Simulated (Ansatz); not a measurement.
SnCl₂⁺. The state is a doublet with charge 1. Geometry r2SCAN-D4/def2-TZVP, that of the neutral singlet.

```xyz
3

Sn    0.6176    0.5403    0.6270
Cl    1.1117   -1.1535   -0.9516
Cl   -1.7294    0.6132    0.3246
```

In the def2 sets Sn takes a core potential; there is no spin–orbit coupling. The structure comes from a short search, and lower isomers may exist.

Q: Estimate the α-spin orbital energies around the gap (eV) in Ansatz with PBE-D4/def2-TZVP, r2SCAN-D4/def2-TZVP, PBE0-D4/def2-TZVP.

A: 
```tsv
orbital	PBE-D4/def2-TZVP	r2SCAN-D4/def2-TZVP	PBE0-D4/def2-TZVP
HOMO−5	-15.54	-15.96	-16.94
HOMO−4	-14.34	-14.74	-15.74
HOMO−3	-14.15	-14.50	-15.51
HOMO−2	-13.70	-14.04	-15.03
HOMO−1	-13.59	-14.02	-14.82
HOMO	-13.49	-13.81	-14.81
LUMO	-9.74	-9.75	-9.11
LUMO+1	-7.53	-7.33	-6.83
LUMO+2	-7.31	-7.06	-6.54
LUMO+3	-2.58	-1.77	-1.92
LUMO+4	-2.41	-1.50	-1.83
LUMO+5	-2.37	-1.38	-1.75
β HOMO	-13.29	-13.59	-14.58
β LUMO	-12.86	-12.81	-12.16
```
